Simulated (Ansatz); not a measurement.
The same ligand exchange along the group Mg, Zn, Cd.

Isolated molecules relaxed with PBE0-D4/def2-TZVP in Ansatz; ΔE leaves out vibrations. CCSD(T)/CBS is the MP2 limit (def2-TZVPP, def2-QZVPP) plus CCSD(T) − MP2 in def2-TZVPP, frozen cores. This one scheme is used for every species. DFT in def2-TZVPP. def2 core potentials past Kr. For Br, Cd, Mg, Zn outer-core shells are correlated without core-valence functions, which leaves a few kJ/mol of doubt a bond. Scalar relativity is left out up to krypton.

```csv
reaction,CCSD(T)/CBS(def2) (kJ/mol)
`[Cl][Mg][Br]` + H–F → `[F][Mg][Cl]` + HBr,32
`[Cl][Zn][Br]` + H–F → `[F][Zn][Cl]` + HBr,?
`[Cl][Cd][Br]` + H–F → `[F][Cd][Cl]` + HBr,116
```

Question: Fill in the missing values. (Best estimate.)

Answer: The calculation gave: `[Cl][Zn][Br]` + H–F → `[F][Zn][Cl]` + HBr: +84.9 kJ/mol.

Largest T1 diagnostic: 0.016, for `[F][Zn][Cl]`.
